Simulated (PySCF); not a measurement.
Working out the ionisation energy of Br²⁺

Br²⁺ [Ar] 3d10 4s2 4p3 (4S) → Br³⁺ [Ar] 3d10 4s2 4p2 (3P). All numbers are calculated (PySCF 2.14, scalar relativity through the core potential, in aug-cc-pVTZ-PP with one added diffuse shell each of s, d, f type with ECP10MDF (7s5p5d3f, 68 functions)). Frozen: 3s2 3p6 3d10. Energies in hartree (1 hartree = 27.21139 eV):

```json
{"part": "UHF", "Br²⁺ (lower)": "-414.354493", "Br³⁺ (upper)": "-413.081595"}
{"part": "MP2 opposite-spin", "Br²⁺ (lower)": "-0.059062", "Br³⁺ (upper)": "-0.050697"}
{"part": "MP2 same-spin", "Br²⁺ (lower)": "-0.020853", "Br³⁺ (upper)": "-0.009714"}
```

Task: What does Hartree-Fock give?

Result: (-413.081595) − (-414.354493) = 1.272898 hartree = 34.637 eV.

Task: What do MP2 and SCS-MP2 (6/5 opposite-spin, 1/3 same-spin) give?

Result: The opposite-spin parts differ by 0.228 eV and the same-spin parts by 0.303 eV. MP2: 34.637 + (0.228) + (0.303) = 35.168 eV. SCS-MP2: 34.637 + 1.2 × (0.228) + (0.303)/3 = 35.012 eV.

Reference: 34.871 ± 0.019 eV (measured; NIST Atomic Spectra Database, ionization energies), between the lowest levels; spin-orbit coupling is absent from the calculation.

What remains against the reference includes basis incompleteness, the frozen core and correlation beyond second order.
